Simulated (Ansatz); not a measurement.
A nudged elastic band was laid between two geometries of CH$_{5}$FOSi$_{2}$ (10 atoms, charge 0, multiplicity 1).

All numbers below come from RKS BLYP/def2-SVP in Ansatz.

```json
{"movable images": "7", "climbing image": "yes", "spring": "5.0 eV/Å²", "optimiser": "quadratic models (default)", "start path": "IDPP", "force threshold": "0.03 eV/Å", "iteration limit": "60", "end points": "relaxed"}
```

Initial state:

```xyz
10
Properties=species:S:1:pos:R:3
F -0.494 -2.293 -0.837
C -0.607 -1.476 0.299
Si -0.518 0.370 -0.190
O 1.022 0.727 -0.787
Si 2.416 1.671 -0.648
H 0.198 -1.742 1.022
H -1.580 -1.684 0.805
H -1.511 0.638 -1.276
H 1.974 2.537 0.589
H -0.818 1.202 1.027
```

Final state:

```xyz
10
Properties=species:S:1:pos:R:3
F -0.223 -2.592 -0.992
C -0.207 -1.733 0.123
Si -0.499 0.070 -0.455
O 0.937 0.943 -0.903
Si 0.428 1.885 0.476
H 0.773 -1.820 0.643
H -1.000 -2.054 0.838
H -1.578 0.091 -1.494
H 1.399 1.861 1.619
H 0.052 3.298 0.147
```

(1) Which bonds break or form, and what moves?

(2) What energy profile does the band end with?

(3) What is the geometry of the highest image?

(4) What are the harmonic wavenumbers there?

## Answers

(1) Bonds broken: Si3–H10. Bonds formed: Si3–Si5, Si5–H10.

(2) It converged. The highest image is number 6 of 0 to 8, 127.6 kJ/mol above the first end and 95.8 kJ/mol above the last; the last end lies 31.8 kJ/mol above the first. A vibrational analysis at the climbing image gives one clearly imaginary mode, 527i cm⁻¹: a first-order saddle point. The orbitals stay closed-shell, which can raise the energy where a bond breaks towards radicals; this wasn't checked here.

| image | path coordinate (Å) | energy (kJ/mol) | Si3–H10 (Å) | Si3–Si5 (Å) | Si5–H10 (Å) |
| --- | --- | --- | --- | --- | --- |
| 0 | 0.00 | 0.0 | 1.50 | 3.24 | 3.67 |
| 1 | 0.80 | 0.7 | 1.50 | 3.22 | 3.66 |
| 2 | 1.61 | 3.2 | 1.50 | 3.15 | 3.55 |
| 3 | 2.41 | 22.1 | 1.50 | 2.95 | 3.02 |
| 4 | 3.22 | 65.7 | 1.58 | 2.57 | 2.09 |
| 5 | 4.02 | 105.1 | 2.05 | 2.46 | 1.61 |
| 6 | 4.82 | 127.6 | 2.75 | 2.41 | 1.51 |
| 7 | 5.42 | 63.8 | 3.08 | 2.20 | 1.48 |
| 8 | 6.03 | 31.8 | 3.33 | 2.24 | 1.50 |

(3) 
```xyz
10
Properties=species:S:1:pos:R:3
F -0.476 -2.515 -0.753
C -0.302 -1.571 0.276
Si -0.422 0.196 -0.453
O 1.039 0.755 -1.132
Si 1.083 1.978 0.142
H 0.694 -1.712 0.749
H -1.081 -1.740 1.053
H -1.586 0.357 -1.378
H 1.241 1.311 1.483
H -0.107 2.891 0.016
```

(4) 527i, 65, 104, 190, 252, 356, 366, 535, 646, 663, 680, 716, 792, 845, 940, 981, 1194, 1254, 1397, 2101, 2145, 2172, 2934, 2992 cm⁻¹.

Time of the run: 2.8 min on 2 threads of Arm Neoverse V1 (shared host), peak memory 0.14 GiB.
